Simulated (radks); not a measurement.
Q: Coherent X-ray form factor from a spherical all-electron density. Calculated with a radial shooting solver on a logarithmic mesh with Libxc functionals: Dirac Kohn-Sham, relativistic LDA (MacDonald-Vosko exchange, VWN5 correlation), spin-unpolarised, spherical densities, finite nucleus; Fermi nuclear charge, rms radius of each element as measured or else 0.836 A^(1/3) + 0.57 fm.

| sin(theta)/lambda (1/angstrom) | f0 (electrons) |
|---|---|
| 0.05 | 59.751 |
| 0.1 | 59.016 |
| 0.15 | 57.832 |
| 0.2 | 56.252 |
| 0.25 | 54.347 |
| 0.3 | 52.193 |
| 0.4 | 47.442 |
| 0.5 | 42.547 |
| 0.6 | 37.898 |
| 0.8 | 30.072 |
| 1 | 24.414 |
| 1.25 | 19.816 |
| 1.5 | 16.990 |
| 2 | 13.448 |

The species is in the configuration that NIST lists as its ground one. Which atom or ion scatters so?

A: The hafnium ion Hf12+, [Kr] 4d10 4f(5/2: 6, 7/2: 6) 5s2. Extrapolating in s^2 from the first two rows gives f0(0) = 60.0, near the electron count 60; among species with that count, the fall with angle is slower the higher Z, and the table is that of Z = 72; from so few rows the species is fixed only to a neighbour or two.
